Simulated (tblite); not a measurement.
C6H10FOP.
SMILES with atom numbers: `[CH3:1][C:2]([CH3:3])([CH3:4])[P@@:5]1(=[O:6])[CH:7]=[C:8]1[F:9]` (hydrogens: H10, H11, H12 on C1; H13, H14, H15 on C3; H16, H17, H18 on C4; H19 on C7)

Method: GFN2-xTB as coded in tblite; computed harmonic values from a numerical Hessian at the method's own geometry, unscaled. The method is semi-empirical: single wavenumbers can be off by several per cent or more.

Harmonic wavenumbers (cm⁻¹): 36.0, 90.0, 147.0, 184.4, 206.8, 228.2, 230.0, 242.2, 263.8, 294.4, 339.8, 352.4, 385.7, 401.0, 427.0, 585.9, 616.8, 742.8, 755.1, 845.6, 962.1, 965.6, 968.1, 989.4, 1020.4, 1026.1, 1129.5, 1193.8, 1234.8, 1248.9, 1285.5, 1398.8, 1401.5, 1420.4, 1470.3, 1478.3, 1480.1, 1486.2, 1488.4, 1496.9, 1667.7, 3011.4, 3013.5, 3016.7, 3019.3, 3025.4, 3026.2, 3028.3, 3028.7, 3034.1, 3116.3.

A = 2048, B = 1066, C = 929.9 MHz; mass 148.045 u (most abundant isotopes); point group C1, symmetry number 1.

Problem. What is the zero-point energy?

Solution. Half the sum of the wavenumbers: 32254 cm⁻¹ = 385.84 kJ/mol.

Problem. What is S at 298.15 K and 1 bar for an ideal gas of classical rigid rotors and harmonic oscillators?

Solution. Translation 171.18, rotation 123.22, vibration 136.18: S = 430.6 J/(mol K).

Problem. And Cp and H(298.15 K) − H(0)?

Solution. Cp = 176.10 J/(mol K), of which vibrations give 142.84 (their classical limit is 51 R = 424.0); H(298.15 K) − H(0) = 32.01 kJ/mol without the zero-point energy, 22.10 from vibrations.

Problem. Blend soft modes into free rotors: weight 1/[1 + (100 cm⁻¹/ν̃)⁴] for the oscillator and the rest for a rotor with moment μB/(μ + B), μ = h/(8π²ν), B = 10⁻⁴⁴ kg m². What vibrational entropy results?

Solution. 127.82 J/(mol K) in place of 136.18, which changes −T·S at 298.15 K by +2.49 kJ/mol.

Problem. Which modes carry the vibrational entropy at 298.15 K?

Solution. 36.0 cm⁻¹: 22.88; 90.0 cm⁻¹: 15.31; 147.0 cm⁻¹: 11.34; 184.4 cm⁻¹: 9.55; 206.8 cm⁻¹: 8.67; 228.2 cm⁻¹: 7.92 J/(mol K); the other 45 give 60.50 together.

Problem. How do the functions run with temperature in this model?

Solution. 
| T (K) | S (J/(mol K)) | Cp (J/(mol K)) | H − H(0) (kJ/mol) | G − H(0) (kJ/mol) | ln q(vib) |
| --- | --- | --- | --- | --- | --- |
| 100 | 292.9 | 84.6 | 5.44 | -23.85 | 1.65 |
| 200 | 368.7 | 136.1 | 16.67 | -57.07 | 4.51 |
| 300 | 431.7 | 176.8 | 32.34 | -97.16 | 7.52 |
| 500 | 539.3 | 247.2 | 75.07 | -194.57 | 13.33 |
| 800 | 672.0 | 316.9 | 160.59 | -376.99 | 21.32 |
| 1000 | 746.2 | 347.5 | 227.19 | -518.96 | 26.17 |

q(vib) and H(0) count from the zero-point level.

Hindered rotation and anharmonicity are outside this model. The structure is chiral; the term R ln 2 for an equal mix with its mirror image is left out.

Conformer computed: `[CH3:1][C:2]([CH3:3])([CH3:4])[P@@:5]1(=[O:6])[CH:7]=[C:8]1[F:9]`: C1–C2–P5–O6 58°.
